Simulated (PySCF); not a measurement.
## Property card for `FCC(F)(F)C(F)(F)F`

C₃H₂F₆.
SMILES with atom numbers: `[F:1][CH2:2][C:3]([F:4])([F:5])[C:6]([F:7])([F:8])[F:9]` (hydrogens: H10, H11 on C2)

Some functional groups and rings: CF3 group and C–F bond.

From PBE0-D3(BJ)/def2-SVP geometry optimisation, gas phase (PySCF):

| Quantity | Value |
| --- | --- |
| Point group | C1 |
| Rotational constants A, B, C | 2.065, 1.557, 1.315 GHz |

From CAM-B3LYP/def2-SVPD ground state, ΔSCF and vertical TDDFT (core frozen in the response) (PySCF):

| Item | Value |
| --- | --- |
| Dipole moment | 2.06 D |
| HOMO energy | -11.92 eV |
| LUMO energy | 1.13 eV |
| HOMO–LUMO gap | 13.05 eV |
| Lowest singlet excitation | 9.45 eV (131 nm, f = 0.010) |
| Strongest line among the 10 lowest singlet transitions | S9 at 11.44 eV (108 nm, f = 0.087) |
| Lowest triplet excitation (Tamm–Dancoff) | 8.95 eV |
| Static isotropic polarisability | 42.6 au |
| Vertical ionisation energy | 12.97 eV |
| Electronic spatial extent ⟨r²⟩ about the centre of nuclear charge | 943 bohr² |

From KT3/pcSseg-2 ground state and GIAO shieldings, non-relativistic (PySCF):

| Quantity | Value |
| --- | --- |
| 13C chemical shifts (computed TMS as zero) by class | 127.3 (C6), 117.6 (C3), 82.1 (C2) ppm |
| 1H chemical shifts (computed TMS as zero) by class | 4.56 (H10/H11) ppm |
| Isotropic shieldings of nuclei other than C and H, by class | 258 (F7/F8/F9), 304 (F4/F5), 418 (F1) ppm |

From B3LYP/pcJ-1 indirect spin-spin coupling, non-relativistic, gas phase; spin–dipole term left out for some pairs (PySCF):

| Quantity | Value |
| --- | --- |
| Largest of the computed one-bond spin–spin couplings (means over like bonds) | 19F–13C -355.0 (F7–C6 and 2 like it), 19F–13C -311.5 (F4–C3 and 1 like it), 19F–13C -252.7 (F1–C2), 13C–1H +160.2 (C2–H10 and 1 like it) Hz |

Monoisotopic mass from the formula: 152.0061 u.

The rotational constants make it an asymmetric top with κ = (2B − A − C)/(A − C) = -0.35, nearer the prolate limit (−1). With B = h/(8π²I), that is 505.379 GHz u Å² over I, the principal moments of inertia are 244.7, 324.6 and 384.5 u Å² (most abundant isotopes); the inertial defect Ic − Ia − Ib is -184.8 u Å² (zero for a rigid planar frame, negative otherwise). The principal polarisabilities are 41.1, 42.4 and 44.2 au; their mean is the isotropic value. The polarisability is 6.31 Å³ as a volume (1 au = 0.148185 Å³), or 0.58 au for each of the 74 electrons. S1 lies 3.60 eV below the HOMO–LUMO gap; its leading configuration is HOMO→LUMO+1, weight 0.56, beside HOMO→LUMO, weight 0.31. The largest Löwdin shares of the HOMO are 0.20 on F1, 0.17 on C3, 0.15 on C2 and 0.13 on F5.

 NMR classes are plain means over equivalent atoms (diastereotopic ones count apart unless rotation or inversion swaps them), as if these changed places fast; in this geometry the members of some classes differ.

For the spin–spin coupling job (B3LYP/pcJ-1), hardware: Arm Neoverse V1, one thread (shared host). Cost: 74 s.

The values belong to the conformer `[F:1][CH2:2][C:3]([F:4])([F:5])[C:6]([F:7])([F:8])[F:9]`: F1–C2–C3–F4 177°, C2–C3–C6–F7 -68°.
